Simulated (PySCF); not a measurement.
This PySCF input asks for the NMR shieldings of `C=N[SiH2]CNC`, C3H10N2Si; the geometry comes from GFN2-xTB.

```python
import basis_set_exchange as bse
import numpy as np
from pyscf import gto, dft
from pyscf.prop import nmr

atoms = """
C     2.627871    1.350069   -0.203867
N     2.030187    0.398183    0.336810
Si    1.329506   -1.075569   -0.218648
C    -0.514964   -0.887300    0.218586
N    -1.122241    0.170972   -0.570195
C    -2.537725    0.331840   -0.308429
H     2.864086    1.416587   -1.269789
H     2.951782    2.191539    0.405797
H     1.970975   -2.072476    0.638030
H     1.461928   -1.411100   -1.640494
H    -1.035740   -1.816667   -0.025446
H    -0.648205   -0.729641    1.301691
H    -0.641538    1.044245   -0.372775
H    -2.769664    0.536298    0.749150
H    -3.050045   -0.587608   -0.595875
H    -2.923812    1.149573   -0.915950
"""
names = dict.fromkeys(["C", "N", "Si", "H"], "pcSseg-1")
basis = {el: gto.basis.parse(bse.get_basis(n, elements=[el], fmt="nwchem")) for el, n in names.items()}
mol = gto.M(atom=atoms, basis=basis, charge=0, verbose=0)
mf = dft.RKS(mol, xc="PBE0")
mf.grids.level = 2
mf.grids.alignment = dft.numint.BLKSIZE   # the property module wants whole blocks of grid points
mf.conv_tol = 1e-9
mf.kernel()

calc = nmr.RKS(mf)   # GIAO
C = mf.mo_coeff
Co = C[:, mf.mo_occ > 0]
resp = mf.gen_response(singlet=True, hermi=2)
def vind(x):   # induced exchange potential for any number of trial vectors
    d = np.einsum("pi,xij,qj->xpq", C, 2 * x.reshape(-1, C.shape[1], Co.shape[1]), Co, optimize=True)
    return np.einsum("xpq,pi,qj->xij", resp(d - d.transpose(0, 2, 1)), C, Co, optimize=True).ravel()
mo1, _ = nmr.rhf.solve_mo1(calc, with_cphf=vind)
sigma = calc.kernel(mo1)
for i, s in enumerate(sigma):   # ppm
    w = np.linalg.eigvalsh((s + s.T) / 2)
    print("%2d %-2s iso %8.1f  s11 %8.1f  s22 %8.1f  s33 %8.1f" % (i, mol.atom_pure_symbol(i), w.mean(), *w))
```

Q: What does it print?

A: 
```
 0 C  iso     13.5  s11    -82.5  s22     -3.5  s33    126.5
 1 N  iso   -158.0  s11   -581.9  s22   -180.3  s33    288.3
 2 Si iso    385.7  s11    349.5  s22    384.6  s33    423.0
 3 C  iso    144.7  s11    124.1  s22    133.7  s33    176.4
 4 N  iso    233.4  s11    202.8  s22    227.2  s33    270.3
 5 C  iso    142.8  s11    116.1  s22    127.4  s33    184.7
 6 H  iso     22.9  s11     20.7  s22     22.3  s33     25.6
 7 H  iso     23.0  s11     21.8  s22     22.7  s33     24.5
 8 H  iso     26.5  s11     23.9  s22     24.4  s33     31.2
 9 H  iso     26.8  s11     23.7  s22     25.0  s33     31.6
10 H  iso     29.8  s11     26.4  s22     28.4  s33     34.5
11 H  iso     29.0  s11     25.3  s22     27.2  s33     34.6
12 H  iso     32.2  s11     21.8  s22     33.6  s33     41.2
13 H  iso     29.3  s11     25.2  s22     27.1  s33     35.5
14 H  iso     29.3  s11     25.4  s22     27.3  s33     35.2
15 H  iso     28.8  s11     24.3  s22     26.4  s33     35.7
```

These numbers come from an equivalent density-fitted implementation of the same equations, which agrees with the script to about 0.01 ppm for H and up to a few tenths of a ppm for heavy atoms, so last digits may differ.

Q: Turn these shieldings into chemical shifts. References, each an isolated molecule treated in the same way: 13C (σ = 186.93 ppm), 29Si (σ = 349.16 ppm), 1H (σ = 31.72 ppm) against TMS; NH3 for 15N (σ = 267.73 ppm).

A: Averaging equivalent atoms: C 0: 173.4; C 5: 44.2; C 3: 42.2; N 1: 425.7; N 4: 34.3; Si 2: -36.5; H 6: 8.82; H 7: 8.72; H 8/9: 5.07; H 13/14/15: 2.59; H 10/11: 2.32; H 12: -0.47 ppm. Experimental scales use liquid or dissolved standards, which lie at an offset from isolated NH3 (liquid NH3: subtract about 20 ppm). Unscaled 15N shifts of sp2 nitrogen come out 20 to 40 ppm too high even then.

Size and cost of the density-fitted run: 159 basis functions, 35 s wall time on 1 thread of an Arm Neoverse N1, shared host; peak memory 0.73 GiB.
